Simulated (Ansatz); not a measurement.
CH5ClFNSi, SMILES `NC(F)[SiH2]Cl` at its PBE0-D4/def2-TZVP geometry, where that method's forces vanish. Total charge 0; spin multiplicity 1.

```csv
atom,x (Å),y (Å),z (Å)
N1,-0.239,1.471,-0.174
C2,-0.375,0.142,-0.584
F3,-1.727,-0.320,-0.562
Si4,0.563,-1.069,0.537
Cl5,2.583,-0.827,0.272
H6,-0.507,1.637,0.785
H7,-0.679,2.142,-0.788
H8,-0.058,0.048,-1.627
H9,0.228,-0.760,1.949
H10,0.210,-2.463,0.193
```

Task: For each bond, give half the difference of the two atoms' forces along it (eV/Å; positive pushes the atoms apart) under PBE-D4, r2SCAN-D4, B3LYP-D4, ωB97M-V in def2-TZVPP. (Estimate.)

Result: Ansatz gave: 
```csv
bond,length (Å),PBE-D4,r2SCAN-D4,B3LYP-D4,ωB97M-V
N1–C2,1.398,-0.02,0.08,0.17,0.29
N1–H6,1.010,0.22,0.00,-0.04,-0.08
N1–H7,1.010,0.22,-0.01,-0.05,-0.09
C2–F3,1.429,0.61,0.43,0.41,0.16
C2–Si4,1.898,-0.08,-0.09,-0.04,-0.10
C2–H8,1.094,0.07,-0.08,-0.18,-0.16
Si4–Cl5,2.052,0.18,0.05,0.23,0.13
Si4–H9,1.484,0.08,-0.02,-0.12,-0.14
Si4–H10,1.479,0.07,-0.03,-0.13,-0.15
```

B3LYP here is the variant with VWN-RPA as its local correlation; programs differ in this.
